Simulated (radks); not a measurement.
The numbers below are computed, except where a source is named.
Spherical quantum dot in the effective-mass picture: electrons in a parabolic well V = omega^2 r^2 / 2 with omega = 0.0793, all in effective atomic units (hartree* = m*/eps^2 hartree, bohr* = eps/m* bohr), one dielectric constant everywhere. Level of theory: non-relativistic Kohn-Sham, LDA (Slater exchange, Perdew-Wang correlation), spin-polarised, spherical densities (a radial shooting solver with Libxc functionals). Levels are named by radial order and angular momentum (1s, 1p, 1d, 2s, ...), and open shells are averaged over m. Results are scaled to m* = 0.318 and eps = 5.2, for which hartree* = 320 meV and bohr* = 0.8653 nm.

N = 11, configuration 1s2 1p6 1d(up 3, down 0). This is the lowest configuration that the search found (a dilute case). Occupied and some empty levels:

| level | occupation | eigenvalue (meV) | <r> (nm) |
|---|---|---|---|
| 1s up | 1 | 401.46 | 6.847 |
| 1s down | 1 | 403.89 | 6.621 |
| 1p up | 3 | 408.03 | 7.775 |
| 1p down | 3 | 410.95 | 7.717 |
| 1d up | 3 | 417.08 | 8.445 |
| 1d down | 0 | 420.14 | 8.458 |
| 2s up | 0 | 424.23 | 6.541 |
| 2s down | 0 | 425.56 | 6.644 |
| 1f up | 0 | 428.11 | 8.996 |
| 1f down | 0 | 431.14 | 9.044 |
| 2p up | 0 | 437.24 | 7.592 |
| 2p down | 0 | 438.88 | 7.595 |

Energy (meV): total 2678.14, kinetic 150.30, external 955.35, Hartree 1948.0, exchange-correlation -375.52.
